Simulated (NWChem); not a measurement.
Species: InHBrCl; SMILES [Cl][InH][Br]

```xyz
4

In    -0.5722    -0.5146     0.0000
H     -2.2321    -0.9004     0.0000
Cl     1.1040    -2.1492     0.0000
Br     0.3286     1.7901     0.0000
```
Atoms are numbered in this order, from 1.

Results from NWChem. Structure relaxed at the PBE0/def2-SVP level. def2 effective core potentials on In; no spin-orbit coupling. Ions are spin-unrestricted doublets at the neutral geometry; other ion states weren't tried. Functional: LC-ωPBE (HJS hole) with def2-SVP; rows give the range parameter ω in 1/bohr.

Question: At which range parameter does −ε(HOMO) equal the ΔSCF ionisation energy (optimal tuning)?

Answer: about 0.37 per bohr, by linear interpolation in these runs:
```
range parameter (1/bohr)  vertical ionisation energy, ΔSCF (eV)  −ε(HOMO) (eV)  ΔSCF minus −ε(HOMO) (eV)
------------------------  -------------------------------------  -------------  ------------------------
0.10                                                      10.24           8.49                      1.75
0.15                                                      10.40           9.12                      1.28
0.30                                                      10.81          10.50                      0.31
0.35                                                      10.87          10.82                      0.05
0.60                                                      11.03          11.77                     -0.74
```
